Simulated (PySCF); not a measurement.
**Electron correlation in Ne²⁺ (neon, charge +2)**

[He] 2s1 2p4 3s1, high-spin 5P determinant (an excited configuration). Calculation: PySCF 2.14, in aug-cc-pVTZ with one added diffuse shell each of s, p, d, f type (6s5p4d3f, 62 functions); the non-relativistic Hamiltonian (point nucleus). Frozen: 1s2; 6 electrons correlated.

```csv
level,correlation energy (mhartree)
CCSD,-127.79
(T),-10.28
CCSD(T),-138.07
```

Diagnostics: T1 = 0.0089, D1 = 0.0295, largest double amplitude 0.336.

**Question.** Is a single reference adequate?

**Answer.** Not fully. The outer electron is Rydberg-like, and this basis confines it to a smaller radius and binds it less than a complete one would. A double-excitation amplitude exceeds 0.15, a sign of near-degeneracy.
